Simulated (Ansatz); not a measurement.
CH4O2Sn, SMILES `O=C[O][SnH3]`, relaxed with RKS PBE-D4/def2-SVP in Ansatz from a rough embedded geometry. The force threshold is 0.03 eV/Å; the program also tests the step.

The species carries charge 0 and has multiplicity 1. Sn: def2 effective core potential.

Start:

```xyz
8

O    -1.019    1.116   -1.411
C    -1.275   -0.113   -1.134
O    -0.540   -0.853   -0.167
Sn    0.882   -0.075    0.836
H    -2.058   -0.606   -1.700
H     0.290    1.283    1.840
H     2.160    0.531   -0.206
H     1.562   -1.284    1.941
```

**Question.** How much energy does the relaxation release, and in how many steps? (An estimate is asked.)

**Answer.** The calculation gave: 20.97 kcal/mol, in 7 steps.

**Question.** Which bonds change most? (Estimate.)

**Answer.** Ansatz gave: O3–Sn4 from 1.906 to 2.131 Å; C2–O3 from 1.423 to 1.310 Å; Sn4–H6 from 1.790 to 1.718 Å; O1–C2 from 1.286 to 1.232 Å.

**Question.** Give the relaxed structure. (Estimate.)

**Answer.** Computed: 
```xyz
8

O    -0.782    1.027   -1.119
C    -1.161   -0.141   -1.030
O    -0.637   -1.018   -0.210
Sn    0.889    0.071    0.802
H    -1.996   -0.554   -1.653
H     0.182    1.324    1.742
H     2.103    0.547   -0.316
H     1.402   -1.256    1.783
```
